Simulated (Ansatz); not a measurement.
`O=[CH][GeH3]` + `N[SiH3]` → `[SiH3][NH][GeH3]` + `C=O` at 400 K and 1 bar (ligand exchange at a Ge–C bond).

Isolated molecules relaxed with PBE0-D4/def2-TZVP in Ansatz; ΔE leaves out vibrations. CCSD(T)/CBS adds triple-zeta CCSD(T) − MP2 to the extrapolated MP2 energy (def2 sets, frozen cores). This one scheme is used for every species. For Ge outer-core shells are correlated without core-valence functions, which leaves a few kJ/mol of doubt a bond. Scalar relativity is left out up to krypton.

| species | CCSD(T)/CBS energy (Eh) | H − E (kJ/mol) | S (J/(mol·K)) |
| --- | --- | --- | --- |
| `O=[CH][GeH3]` | -2191.69659 | 130.5 | 326.2 |
| `N[SiH3]` | -346.80422 | 153.0 | 285.3 |
| `[SiH3][NH][GeH3]` | -2424.11992 | 199.5 | 375.1 |
| `C=O` | -114.39408 | 83.9 | 229.4 |

H − E and S are ideal-gas, rigid-rotor, harmonic terms from PBE0-D4/def2-TZVP, for one conformer and one mirror image of each species. 1 Eh = 2625.50 kJ/mol, R = 8.31446 J/(mol·K).

Q: By hand: ΔE, ΔH, ΔS and ΔG.

A: ΔE = (-2424.11992) + (-114.39408) − (-2191.69659) − (-346.80422) = -0.01319 Eh = -34.6 kJ/mol. Δ(H − E) = 199.5 + 83.9 − 130.5 − 153.0 = -0.1, so ΔH = -34.7 kJ/mol. ΔS = 375.1 + 229.4 − 326.2 − 285.3 = -7.0 J/(mol·K). ΔG = -34.7 − 400 × (-7.0)/1000 = -31.9 kJ/mol.

Q: By hand: the equilibrium constant, and the temperature at which ΔG would vanish if ΔH and ΔS stayed fixed.

A: log₁₀ K = −ΔG/(RT ln 10) = 4.2. ΔG = 0 at ΔH/ΔS = 4957 K, far beyond where these terms or the molecules hold.

The number of gas molecules stays the same, so ΔS is small and ΔH decides. A doubt of 5 kJ/mol in ΔE shifts log₁₀ K by 0.7 here. Other conformers and mirror images would add mixing entropy, several J/(mol·K) or more a flexible species. Modes under 60 cm⁻¹, often nearly free rotors, make the harmonic entropy too high. These are equilibria of isolated gas molecules and say nothing of rates. Largest T1 diagnostic: 0.015 (customary marks: 0.02 for closed shells, 0.045 for open ones).
